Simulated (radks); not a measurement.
Problem. Bi IV, 80 electrons, occupied as [Xe] 4f14 5d10 6s1 7d1 (not the ground configuration). Method: Dirac Kohn-Sham, LDA (Slater exchange, Perdew-Wang correlation), spin-unpolarised, spherical densities, point nucleus; open shells fill j = l - 1/2 first; computed with a radial shooting solver on a logarithmic mesh with Libxc functionals. Some entries of the table are withheld. Estimate them.

orbital  occ.  eigenvalue (Ry)  r(max) (bohr)
1s1/2       2              (1)       0.009658
2s1/2       2        -1196.178        0.05643
2p1/2       2              (2)        0.04119
2p3/2       4              (3)        0.04903
3s1/2       2        -290.6988         0.1588
3p1/2       2              (4)         0.1478
3p3/2       4              (5)         0.1637
3d3/2       4        -196.8778         0.1268
3d5/2       6        -188.7885         0.1312
4s1/2       2        -68.71395         0.3564
4p1/2       2        -59.55521         0.3537
4p3/2       4        -50.13724         0.3858
4d3/2       4        -35.22569         0.3763
4d5/2       6        -33.46798         0.3860
5s1/2       2        -14.22941         0.7706
4f5/2       6        -14.09338         0.3393
4f7/2       8        -13.68936         0.3438
5p1/2       2        -11.04026         0.8057
5p3/2       4         -9.20432         0.8823
5d3/2       4         -4.73670          1.013
5d5/2       6         -4.50701          1.044
6s1/2       1         -3.41980          1.784
7d3/2       1         -0.77379          6.385
7d5/2       0         -0.76293          6.477

Solution. 
(1) 1s1/2 eigenvalue (Ry): -6650.806
(2) 2p1/2 eigenvalue (Ry): -1149.571
(3) 2p3/2 eigenvalue (Ry): -979.2160
(4) 3p1/2 eigenvalue (Ry): -269.6200
(5) 3p3/2 eigenvalue (Ry): -231.4841
